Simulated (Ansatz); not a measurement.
GaH2(OMe) (CH₅GaO). The state is a singlet with charge 0. Geometry relaxed at B3LYP-D4/def2-TZVP.

Cartesian coordinates in Å:
```
Ga -0.975 0.520 -1.163
H -1.756 -0.836 -1.123
H -1.188 1.783 -2.046
O 0.391 0.672 -0.014
C 0.792 -0.333 0.895
H 0.751 0.056 1.917
H 1.824 -0.632 0.686
H 0.161 -1.230 0.847
```

(1) Estimate the harmonic wavenumbers at RKS B3LYP-D4/def2-TZVP (Ansatz, unscaled). Is this a minimum?

Results:

(1) 111, 217, 236, 516, 606, 608, 715, 1098, 1179, 1200, 1482, 1494, 1505, 1967, 2014, 2977, 3033, 3048 cm⁻¹. Yes, no mode is imaginary beyond noise. Zero-point energy 143.6 kJ/mol. Hardware: 4 threads of Arm Neoverse V1 on a shared host. Wall time 49 s.
